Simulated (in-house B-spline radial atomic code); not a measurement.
Yb. Computed with a B-spline radial atomic code. Model: non-relativistic spherical atom: semilocal Troullier-Martins pseudo-atom, one channel per l, against all electrons, high spin, G0W0 and RPA with empty states to l = 8, local potential for every l without a channel, a model core (radius 0 = none) keeps its share of the functional.

The core holds an angular momentum without a channel of its own, so the local potential lets valence electrons into it.

Without relativity these are model numbers for so heavy an element.

What the tables leave out is listed at the end.

The pseudopotential gives back the lowest level of each angular momentum of its own functional in the configuration it was made in; a second state of the same l is only approximately right. Exact exchange, RPA and GW see the smooth pseudo-orbitals and miss the exchange with the core, for which the functional's share stands in. The column with an uncorrelated core keeps all orbitals and exact exchange, and so separates missing core correlation from pseudisation. Only the three outermost levels and the lowest empty one were computed. RPA here is direct RPA, with no exchange kernel, and its energies carry an (l + 1/2)⁻⁴ tail. A hybrid on a potential with a model core restores only its own semilocal share of the core's exchange.

Command:
```bash
python run_psgw.py task.json out
```
Settings (lengths in bohr, energies in hartree):
```
Z                      70
electrons              70
configuration          [Xe] 4f14 6s2
generated_in           [Xe] 4f14 6s2
functional             pbe,pbe
core_shells            12
radius_factor          1.15
core_correction        True
ion_configuration      [Xe] 4f14 6s1
```

Time taken, with all properties: 44 s on 1 thread of Arm Neoverse V2, on a shared host.

Given: made with PBE; model core radius 2.704 bohr; local radius 3.4 bohr; mean-field start PBE0.

Valence shells of the generating configuration: 6s.

Channel: s 3.4 (radii in bohr).

Computed: largest level miss in the spin-unpolarised generating configuration 0 eV; valence RPA correlation energy pseudo -0.084582 hartree; all-electron RPA polarisability, core included 111.13 bohr³; ionisation by mean-field all-electron 5.7106 eV; ionisation by mean-field pseudo minus all -0.038 eV; ionisation by RPA all-electron 6.0409 eV; ionisation by RPA pseudo minus all 0.11 eV.

```csv
level,occupied,mean-field all-electron (eV),mean-field pseudo minus all (eV),G0W0 all-electron (eV),G0W0 uncorrelated core minus all (eV),G0W0 pseudo minus all (eV),exchange self-energy all-electron (eV),exchange self-energy pseudo (eV)
6s,1,-4.1145,0.03,-5.9402,0.346,0.034,-6.9687,-5.6552
6p (empty),0,-0.92121,-2.158,-0.16275,0.075,-1.722,-1.4264,-1.318
```

Problem. What is the pseudo-atom RPA polarisability?

Solution. 125.35 bohr³.

Problem. What is the valence RPA correlation energy all-electron orbitals?

Solution. -0.05234 hartree.

Among the listed levels the largest G0W0 shift of the pseudo-atom is -1.72 eV, for 6p (empty) on the PBE0 start, while leaving the core uncorrelated moves that level by +0.07 eV. So pseudisation and the lost core exchange, not the missing core correlation, make the error. Not in the tables (levels of low weight, unsolved or above zero; the highest and the empty levels are kept at any weight): the PBE start was refused, since an empty level lay at or below an occupied one; no Hartree-Fock pseudo-atom is run with a model core.
